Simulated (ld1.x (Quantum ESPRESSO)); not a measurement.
# phosphorus (P), RRKJ: configuration errors across variants

* Element: P
* Generator: ld1.x (Quantum ESPRESSO) 7.5
* Type: norm-conserving RRKJ (Kleinman–Bylander form)
* Functional: PBE
* Relativity: scalar-relativistic
* Frozen core: [Ne]
* Valence charge: 5
* Reference configuration: 3s2 3p3
* Partial waves: 3s (bound): rc 1.40 bohr; 3p (bound): rc 1.30 bohr; 3d channel at 0.4 Ry: rc 1.40 bohr
* Local potential: all-electron potential smoothed inside 1.30 bohr (lloc = -1)
* Core correction: none

All-electron excitation energies from the reference (eV): (1) 3s2 3p2 9.730; (2) 3s2 3p1 28.877; (3) 3s2 3p0 58.616; (4) 3s1 3p3 18.850; (5) 3s2 3p2.5 3.775; (6) 3s1 3p4 8.534; (7) 3s0 3p5 17.200.

5 further variants failed, have other tests or too few solved ones, and are left out.

Errors AE − PS in meV (a dash: test not solved or not reliable):

| change | (1) | (2) | (3) | (4) | (5) | (6) | (7) | bound ghosts |
| --- | --- | --- | --- | --- | --- | --- | --- | --- |
| base | +2.0 | +14 | +48 | +19 | +0.3 | +12 | +50 | none |
| wave 3s (bound): rc 1.40 bohr becomes 3s (bound): rc 1.26 bohr | +2.6 | +18 | +61 | +13 | +0.4 | +5.9 | +21 | none |
| wave 3s (bound): rc 1.40 bohr becomes 3s (bound): rc 1.38 bohr | +2.0 | +14 | +49 | +16 | +0.3 | +9.1 | +37 | none |

(1) Give the same row for: wave 3s (bound): rc 1.40 bohr becomes 3s (bound): rc 2.06 bohr.

Results:

(1) +1.8, +12, +44, +20, +0.3, +13, +51; bound ghosts: none.
